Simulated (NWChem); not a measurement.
Species: TiH$_{2}$I$_{2}$; SMILES [TiH2]([I])[I]

```xyz
5

Ti     0.0000     0.0000    -1.1106
I      2.2203     0.0000     0.0987
I     -2.2203     0.0000     0.0987
H      0.0000    -1.3495    -2.0923
H      0.0000     1.3495    -2.0923
```
Atoms are numbered in this order, from 1.

Level: PBE0/def2-SVP with def2 effective core potentials on I (NWChem), optimised geometry, unscaled harmonic frequencies. def2 effective core potentials on I; no spin-orbit coupling.

```
frequency (cm⁻¹)  IR intensity (km/mol)
----------------  ---------------------
46                                  0.3
184                                10.1
242                                 6.8
293                                43.4
435                                 0.0
502                                85.6
503                                95.8
1765                              184.2
1786                              187.4
```

zero-point energy: 8.2 kcal/mol
thermal correction to the enthalpy at 298.15 K (with zero-point energy): 12.5 kcal/mol
heat capacity Cv: 17.2 cal/(mol K)
entropy at 298.15 K and 1 atm (symmetry number 2): 84.3 cal/(mol K)

Rigid rotor and harmonic oscillator; modes under 100 cm⁻¹ make the entropy uncertain.
